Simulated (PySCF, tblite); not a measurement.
Isomers of C4H11NO2Si2, one GFN2-xTB conformer each. Single-point energies are computed at PBE0/pcSseg-1 (PySCF, gas phase, no added dispersion term), electronic only.

```json
{"SMILES": "NC(=O)[Si@@H]1C[C@H](C[SiH3])O1", "GFN2-xTB relative energy (kJ/mol)": "64.4"}
{"SMILES": "O=C(O)/C=C/CN([SiH3])[SiH3]", "GFN2-xTB relative energy (kJ/mol)": "0.0"}
{"SMILES": "C=C(C=O)[Si@@H](O)[SiH2]NC", "GFN2-xTB relative energy (kJ/mol)": "91.3"}
{"SMILES": "C=C([SiH2]N)C(=O)CO[SiH3]", "GFN2-xTB relative energy (kJ/mol)": "33.0"}
```

Conformers: `[NH2:1][C:2](=[O:3])[Si@@H:4]1[CH2:5][C@H:6]([CH2:7][SiH3:8])[O:9]1` with H–N1–C2–O3 -5° and -171°, N1–C2–Si4–C5 75°, C5–C6–C7–Si8 71°; `[O:1]=[C:2]([OH:3])/[CH:4]=[CH:5]/[CH2:6][N:7]([SiH3:8])[SiH3:9]` with O1–C2–O3–H 0°, O1–C2–C4–C5 -2°, C4–C5–C6–N7 -123°, C5–C6–N7–Si8 -87°; `[CH2:1]=[C:2]([CH:3]=[O:4])[Si@@H:5]([OH:6])[SiH2:7][NH:8][CH3:9]` with C1–C2–C3–O4 180°, C1–C2–Si5–O6 -158°, C2–Si5–O6–H -30°, C2–Si5–Si7–N8 162°, Si5–Si7–N8–C9 53°; `[CH2:1]=[C:2]([SiH2:3][NH2:4])[C:5](=[O:6])[CH2:7][O:8][SiH3:9]` with C1–C2–Si3–N4 -55°, C2–Si3–N4–H 174° and -50°, C1–C2–C5–O6 -57°, C2–C5–C7–O8 -9°, C5–C7–O8–Si9 -167°.

Q: What does PBE0/pcSseg-1 give for the same structures?

A: 
| SMILES | PBE0/pcSseg-1 E (Eh) | PBE0/pcSseg-1 (kJ/mol) | GFN2-xTB (kJ/mol) | point group |
| --- | --- | --- | --- | --- |
| NC(=O)[Si@@H]1C[C@H](C[SiH3])O1 | -942.54249 | 0.0 | 64.4 | C1 |
| C=C(C=O)[Si@@H](O)[SiH2]NC | -942.53439 | 21.2 | 91.3 | C1 |
| O=C(O)/C=C/CN([SiH3])[SiH3] | -942.52953 | 34.0 | 0.0 | C1 |
| C=C([SiH2]N)C(=O)CO[SiH3] | -942.51750 | 65.6 | 33.0 | C1 |

GFN2-xTB puts O=C(O)/C=C/CN([SiH3])[SiH3] lowest instead; measured from each level's own lowest isomer, the values differ by up to 70.1 kJ/mol (C=C(C=O)[Si@@H](O)[SiH2]NC: 91.3 against 21.2). As drawn, the lowest has a four-membered ring and a C(=O)–N unit, which the highest lacks; the highest has a C=C bond outside aromatic rings, which the lowest lacks.

Q: Which frontier levels, dipoles and rotational constants go with these structures?

A: 
```tsv
SMILES	HOMO (eV, PBE0/pcSseg-1)	LUMO (eV)	dipole (D)	A, B, C (MHz)
NC(=O)[Si@@H]1C[C@H](C[SiH3])O1	-7.00	-0.78	3.07	2715, 526.4, 502.2
C=C(C=O)[Si@@H](O)[SiH2]NC	-6.58	-2.17	2.78	2219, 643.8, 528.6
O=C(O)/C=C/CN([SiH3])[SiH3]	-7.23	-1.46	1.55	2075, 503.3, 454.6
C=C([SiH2]N)C(=O)CO[SiH3]	-7.14	-1.23	3.79	1309, 956.1, 649.3
```

Q: What happens when harmonic zero-point energies from GFN2-xTB frequencies are added?

A: 
| SMILES | ZPE (kJ/mol) | electronic (kJ/mol) | with ZPE (kJ/mol) |
| --- | --- | --- | --- |
| NC(=O)[Si@@H]1C[C@H](C[SiH3])O1 | 377.0 | 0.0 | 0.0 |
| C=C(C=O)[Si@@H](O)[SiH2]NC | 372.8 | 21.2 | 17.1 |
| O=C(O)/C=C/CN([SiH3])[SiH3] | 360.3 | 34.0 | 17.4 |
| C=C([SiH2]N)C(=O)CO[SiH3] | 362.8 | 65.6 | 51.4 |

The zero-point energies span 16.7 kJ/mol. The order is unchanged.
